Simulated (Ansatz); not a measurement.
NbCl₄O, that is [NbOCl4]- with one electron fewer. Total charge 0; doublet. Geometry B3LYP-D4/def2-SVPD, that of the charge -1 singlet; atoms count from 1.

```csv
atom,x (Å),y (Å),z (Å)
Nb1,-0.058,-0.035,-0.087
O2,-0.951,-0.577,-1.422
Cl3,-0.175,-1.868,1.483
Cl4,-1.691,1.073,1.306
Cl5,0.679,2.174,-0.730
Cl6,2.197,-0.766,-0.551
```

In the def2 sets Nb takes a core potential; there is no spin–orbit coupling.

**Question.** Estimate the Mulliken populations from the PBE0/def2-TZVPD orbitals of Ansatz.

**Answer.** 
| atom | charge (e) | spin (α − β) | d electrons |
| --- | --- | --- | --- |
| Nb1 | 1.43 | -0.15 | 2.70 |
| O2 | -0.52 | 0.01 | – |
| Cl3 | -0.23 | 0.29 | – |
| Cl4 | -0.23 | 0.28 | – |
| Cl5 | -0.23 | 0.29 | – |
| Cl6 | -0.23 | 0.29 | – |
Mulliken values and Mayer orders depend strongly on the basis. With diffuse functions, as here, like atoms can get unlike values, and bond orders can come out too low or too high.

**Question.** Where does the spin sit?

**Answer.** Summed by element: Nb -0.15, O 0.01, Cl 1.14, of 1 unpaired in all. Largest on single atoms: Cl5 0.29, Cl3 0.29, Cl6 0.29.

**Question.** And the Mayer bond orders between bonded heavy atoms (over 0.3)?

**Answer.** Nb1–O2 2.01 (1.69 Å); Nb1–Cl3 0.83 (2.42 Å); Nb1–Cl4 0.83 (2.42 Å); Nb1–Cl5 0.83 (2.42 Å); Nb1–Cl6 0.83 (2.42 Å).
